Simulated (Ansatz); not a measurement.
Consider the formal exchange of groups at a B–C bond: `BCC=N` + `COCO` → `BCOC` + `N=CCO`.

Computed with Ansatz on PBE0-D4/def2-TZVP structures; ΔE is electronic, products minus reactants. CCSD(T)/CBS is the MP2 limit (def2-TZVPP, def2-QZVPP) plus CCSD(T) − MP2 in def2-TZVPP, frozen cores. This one scheme is used for every species. DFT in def2-TZVPP. One conformer a species, not always the lowest.

`BCC=N`:

```xyz
10

B    -0.216   -0.081   -1.524
C     0.468   -0.211   -0.135
C    -0.425   -0.048    1.051
N    -0.294    0.763    2.010
H     0.428    0.203   -2.491
H    -1.380   -0.333   -1.649
H     1.396    0.360   -0.033
H     0.774   -1.277   -0.191
H    -1.308   -0.696    1.063
H     0.557    1.320    1.900
```

`COCO`:

```xyz
10

C     0.729    0.827   -0.763
O    -0.449    0.746    0.006
C    -0.484   -0.361    0.847
O    -0.581   -1.577    0.164
H     0.657    1.731   -1.368
H     1.614    0.898   -0.118
H     0.843   -0.040   -1.420
H    -1.341   -0.197    1.508
H     0.438   -0.434    1.439
H    -1.427   -1.593   -0.294
```

`BCOC`:

Z-matrix (Å, degrees):
```
C
O 1 1.402
B 1 1.546 2 115.0
H 1 1.110 2 111.1 3 122.7
H 1 1.109 2 111.1 3 -122.8
C 2 1.400 1 112.7 3 -180.0
H 3 1.194 1 122.2 2 0.0
H 3 1.197 1 117.6 2 -180.0
H 6 1.090 2 107.7 1 -180.0
H 6 1.100 2 111.5 1 -60.5
H 6 1.100 2 111.5 1 60.5
```

`N=CCO`:

Cartesian coordinates in Å:
```
N -1.175 -0.720 0.460
C -0.507 0.348 0.385
C 0.791 0.332 -0.353
O 1.084 -0.922 -0.874
H -2.041 -0.610 0.981
H -0.813 1.303 0.828
H 0.740 1.089 -1.152
H 1.582 0.668 0.336
H 0.339 -1.488 -0.613
```

| level | ΔE (kJ/mol) |
| --- | --- |
| r2SCAN-D4 | 29.3 |
| PBE | 26.3 |
| PBE0 | 27.3 |
| HF/def2-QZVPP | 33.4 |

Q: What does CCSD(T)/CBS give? (Best estimate.)

A: Ansatz gave: +31.6 kJ/mol. The listed levels differ from it by -2.3, -5.3, -4.3, 1.8 kJ/mol.

Largest T1 diagnostic among the species: 0.012.
